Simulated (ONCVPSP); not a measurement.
hafnium (Hf): excitation energies, all-electron against ONCV

hafnium (Hf), optimised norm-conserving Vanderbilt (ONCV), made with ONCVPSP 4.0.1 (PBE, fully relativistic). Core [Kr] 4d10 4f14, reference 5s2 5p6 5d2 6s1 (charge +1). Waves: 5s+6s: rc 2.10 bohr, ncon 3, nbas 7, qcut 5.2 1/bohr, 3 projectors, debl 1.8 Ha; 5p: rc 1.50 bohr, ncon 4, nbas 7, qcut 6.4 1/bohr, 2 projectors, debl 2.3 Ha; 5d: rc 2.55 bohr, ncon 4, nbas 9, qcut 7 1/bohr, 3 projectors, debl 1.8 Ha. Local part: polynomial inside 1.50 bohr (lpopt 4, dvloc0 -1 Ha). Core correction: Teter function, fcfact 5, rcfact 1.5.

Open shells are filled in proportion to 2j + 1.

Energies are relative to the spin-unpolarised reference configuration 5s2 5p6 5d2 6s1; without spin polarisation the order of configurations can differ from experiment.

```tsv
valence configuration	charge	ΔE all-electron (eV)	error AE − PS (meV)
5s2 5p6 5d2 6s2	0	-7.980	+0.3
5s2 5p6 5d1 6s0	+3	35.963	-41
5s2 5p6 5d3 6s0	+1	2.012	-13
```

Task: What are ΔE and the potential's error for 5s2 5p6 5d2 6s0?

Result: ΔE = 14.180 eV all-electron; the error (AE − PS) is +2.9 meV.

Levels in the configuration 5s2 5p6 5d3 6s0:

```csv
level,all-electron (eV),pseudo (eV)
5s j=1/2,-71.747,-71.779
5p j=3/2,-38.442,-38.405
5p j=1/2,-46.127,-46.096
5d j=5/2,-7.782,-7.763
5d j=3/2,-8.244,-8.224
```
